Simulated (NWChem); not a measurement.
System: CH$_{4}$Cl$_{2}$OSn; SMILES [OH][Sn]([Cl])([CH3])[Cl]

```xyz
9

C     -1.7444     1.5055     0.0000
Sn    -0.2628    -0.0124     0.0000
O     -1.1397    -1.7730     0.0000
Cl     1.1532     0.0890    -1.8680
Cl     1.1532     0.0890     1.8680
H     -1.6220     2.1196     0.9013
H     -1.6220     2.1196    -0.9013
H     -2.7267     1.0147     0.0000
H     -0.5133    -2.5073     0.0000
```
Atoms are numbered in this order, from 1.

Computed with NWChem. The geometry was optimised at PBE0/def2-SVP. Not confirmed as a minimum by frequencies. def2 effective core potentials on Sn; no spin-orbit coupling. Level SCAN/def2-SVP: energy and gradient on several grids; changes count from the extra-fine grid, which is no exact limit either.

```
grid     size of the energy change (μHa)  largest change of a gradient component (μHa/bohr)  time, medium = 1 (rough)
-------  -------------------------------  -------------------------------------------------  ------------------------
xcoarse                            50000                                              10000                   about 1
coarse                              4000                                               2000                   about 1
medium                              2000                                                600                   about 1
fine                                  70                                                400                   about 1
xfine                               < 10                                               < 30                         2
```
